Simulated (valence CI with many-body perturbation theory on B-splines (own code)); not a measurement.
The numbers below are computed, except where a source is named.
# Run record, Xe33+

The program does CI of the valence electrons with many-body perturbation theory for a frozen closed Dirac-Fock core.

Command, and the settings that its task file holds:

```sh
python run_cv.py task.json out
```

```
atom Xe  Z=54  mass_number=132  rms_radius_fm=4.7859
core [Ar] 3d1
valence 3d3
avg = 1
basis = S
breit = 1
cap = 10000
capref = 1200
cscale = 1
de = 0.0
dress = 0
eps = 2e-08
extrap = 1
h = 0.27
hh = 1
l2 = 3
lcore = 6
maxit = 60
n2 = 5
natural = 1
nlev = 21
nno = [3, 3, 3, 3, 1]
nroot = 26
nsp = [3, 3, 2, 2, 0]
pt2 = 1
qed = 1
rpa = 1
s1 = 1
s2 = 1
s3 = 1
screen = 1
tol = 2e-05
whole = 1
```

**Question.** What became of the run, and why?

**Answer.** It gave no result: the perturbation theory needs a core of closed shells. The program said: "the core must hold closed shells only".
